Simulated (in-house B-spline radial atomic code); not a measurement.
A run on an ion of nuclear charge 21 with 21.6 electrons that did not converge. Method: scalar-relativistic (X2C) PBE, spin-polarised, spherical fractional occupations, Fermi nucleus of rms radius 3.5459 fm; computed with a B-spline radial code for spherical atoms.

Command:
```bash
python run_scf.py task.json out
```
Settings (nuclear radius in fm, mass in u):
```
Z                21
configuration    [Ar] 3d1.6 4s2
hamiltonian      x2c
method           pbe,pbe
spin_polarised   True
nucleus          fermi
rms_radius       3.5459
atomic_mass      44.95591
speed_of_light   137.035999084
```

First and last ten iterations of the last attempt (damped for 15 steps, keeping 80 % of the old Fock matrix, then DIIS):
```
 iter        energy (Eh)    residual
    1        -761.354099    2.79e-01
    2        -761.826583    2.15e-01
    3        -762.904383    1.38e-01
    4        -763.481055    8.44e-02
    5        -763.771673    5.15e-02
    6        -763.908473    2.89e-02
    7        -763.967454    1.49e-02
    8        -763.989829    9.26e-03
    9        -763.996881    6.27e-03
   10        -763.998681    4.56e-03
  111        -763.562435    3.67e-02
  112        -763.558465    3.70e-02
  113        -763.563699    3.67e-02
  114        -763.562381    3.68e-02
  115        -763.558974    3.70e-02
  116        -763.559179    3.70e-02
  117        -763.559518    3.69e-02
  118        -763.558844    3.70e-02
  119        -763.999156    9.66e-04
  120        -763.999184    9.11e-04
 not converged after 120 iterations
```

The smallest residual met was 8.7e-05; the threshold is about 2e-07. No energy from this run should be used. The likely cause: this method binds the added charge weakly or not at all at the basis-set limit, so charge moves back and forth between the atom and the box. Cost of the run: 2.2 s on 1 thread of Arm Neoverse V2, on a shared host.
